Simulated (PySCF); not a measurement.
# 2 MgF₂ → Mg₂F₄

Level: PBE in the def2-TZVP basis family, all electrons, no relativity, computed in PySCF with density fitting; open shells unrestricted.

```csv
species,state and structure,ZPE (kJ/mol),H(298 K) − H(0) (kJ/mol),S° (J/(mol K))
MgF₂,"singlet, D∞h, Mg–F 1.764 Å (×2)",10.1,12.7,248.8
Mg₂F₄,"singlet, D2h, Mg–F 1.766 Å (×2), Mg–F 1.919 Å (×4); F–Mg–F 82.2° (×2), F–Mg–F 138.9° (×4), Mg–F–Mg 97.8° (×2)",25.0,23.6,366.5
```

Is the gas-phase reaction uphill or downhill in electronic energy at this level, and by how much?

At PBE/def2-TZVP, ΔE = -233.5 kJ/mol, downhill.

Add zero-point, thermal and entropy terms for 298.15 K and 1 bar.

ΔZPE = 4.8 and Δ[H(298) − H(0)] = -1.8 kJ/mol give ΔH° = -230.5 kJ/mol. ΔS° = -131.1 J/(mol K), so ΔG° = -230.5 − 298.15 × (-0.1311) = -191 kJ/mol. ΔG° would change sign near 1760 K if ΔH° and ΔS° stayed fixed.

Each species is the lowest minimum found with this bonding; other isomers or fragments can lie lower.
